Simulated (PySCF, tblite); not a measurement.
Species: C₅H₉BNP.
Geometry (GFN2-xTB, Å), atoms numbered from 1 in this order:
```xyz
17
C5H9BNP angstrom
C     -0.1969   -2.6864    1.4459
C     -0.3045   -1.5682    1.0159
P     -0.5866    0.0100    0.2962
B     -2.1728    0.2887   -0.7533
C     -1.9623    1.7817   -1.1232
N     -1.7706    2.8855   -1.3798
C      0.9871    0.3694   -0.5772
C      2.2136    0.2827    0.3223
H     -0.0727   -3.6517    1.8442
H     -0.4358    0.7990    1.4336
H     -3.1226    0.1110   -0.0605
H     -2.0955   -0.4321   -1.6996
H      0.8824    1.3724   -1.0034
H      1.0639   -0.3362   -1.4109
H      2.3136   -0.7168    0.7421
H      3.1133    0.5101   -0.2457
H      2.1394    0.9929    1.1436
```

Jobs on this species (17 atoms, 66 electrons) with PySCF (density fitting) and tblite. Hardware of each: an Intel Xeon Platinum 8488C with one thread, shared host. Times come from a shared host and carry two figures at best.

| level and settings | work | basis functions | SCF cycles | wall time |
| --- | --- | --- | --- | --- |
| PBE0/pcSseg-1 | shieldings, charges and field gradients, density and orbital grids written | 188 | ? | ? |
| GFN2-xTB | L-BFGS relaxation | – | – | 0.73 s |
| GFN2-xTB | Hessian by finite differences | – | – | 0.59 s |

Q: Fill in the missing figures.

A: 
- PBE0/pcSseg-1; shieldings, charges and field gradients, density and orbital grids written: 39 s, 15 SCF cycles

Q: What do all jobs in the table cost together?

A: About 40 s; the longest takes about 97 % of that, and about 66 times as long as the shortest.
